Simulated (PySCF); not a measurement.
A calculated (PBE0, PySCF 2.14, aug-cc-pVQZ, no relativity, point nucleus) atom or ion has these occupied shells.

```csv
shell,electrons,orbital energy (eV),"rms radius, mean of both spins (bohr)"
1s α,1,-433.63,0.266
1s β,1,-430.63,0.266
2s α,1,-53.905,1.26
2p α,2,-41.930,1.24
```

Name the element and its charge.

N²⁺ (nitrogen, charge +2), in [He] 2s1 2p2, high-spin 4P determinant (an excited configuration).
